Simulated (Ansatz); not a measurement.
One change: `N[SiH2][SnH3]` becomes `N[SiH2]I`.

Ansatz, PBE0-D4/def2-TZVP geometries, multiplicity 1. Each molecule was computed in one conformer, which needn't be the lowest.

Elements past krypton have def2 core potentials.

| property | `N[SiH2][SnH3]` |
| --- | --- |
| HOMO–LUMO gap (ωB97M-V/def2-TZVPP) / eV | 10.70 |
| LUMO energy (B3LYP/def2-TZVPP) / eV | -0.48 |
| zero-point energy (PBE0-D4/def2-TZVP) / kJ/mol | 165.6 |
| LUMO energy (PBE/def2-TZVPP) / eV | -1.04 |
| LUMO energy (ωB97M-V/def2-TZVPP) / eV | 1.29 |
| size of the dipole moment (B3LYP/def2-TZVPP) / D | 1.77 |

Question: Give the same properties after the change, and the shifts. (Best estimate.)

Answer: Ansatz gave: 
```
                                        property  `N[SiH2]I`  shift
         HOMO–LUMO gap (ωB97M-V/def2-TZVPP) / eV       11.24   0.54
             LUMO energy (B3LYP/def2-TZVPP) / eV       -0.32   0.16
  zero-point energy (PBE0-D4/def2-TZVP) / kJ/mol       116.1  -49.5
               LUMO energy (PBE/def2-TZVPP) / eV       -0.93   0.11
           LUMO energy (ωB97M-V/def2-TZVPP) / eV        1.68   0.39
size of the dipole moment (B3LYP/def2-TZVPP) / D        2.11   0.34
```

With PBE0 the HOMO falls by 0.16 eV and the LUMO rises by 0.17 eV, so the gap widens by about 0.33 eV. PBE moves the HOMO by -0.24 eV and ωB97M-V by -0.15 eV. The zero-point energy changes by -49.5 kJ/mol with -9 modes. Dipoles are sizes alone; their direction can turn.

B3LYP here is the variant with VWN-RPA as its local correlation; programs differ in this.

Spin–orbit coupling is left out; it splits and shifts lone-pair levels of the heavy atoms by tenths of an eV.
